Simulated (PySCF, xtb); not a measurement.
Protons, H atoms and electrons added to or taken from Cl[SiH3]. All species are isolated molecules in the gas phase. Strings in code marks are SMILES.

Quantity: gas-phase deprotonation enthalpy at 298 K, in kcal/mol. Thermal and zero-point terms are GFN2-xTB rigid-rotor harmonic values (xtb). Levels without diffuse functions put anions too high.

Level 1: r2SCAN-D4/def2-TZVPD (PySCF)
Level 2: B3LYP/6-311+G** // r2SCAN-D4/def2-TZVPD (PySCF)
Level 3: BP86/6-31G* // r2SCAN-D4/def2-TZVPD (PySCF)
Level 4: PBE/6-31G* // r2SCAN-D4/def2-TZVPD (PySCF)

| species | level 1 | level 2 | level 3 | level 4 |
|---|---|---|---|---|
| proton removed from Si1: `[SiH2-]Cl` | 362.8 | 358.2 | 360.2 | 359.9 |
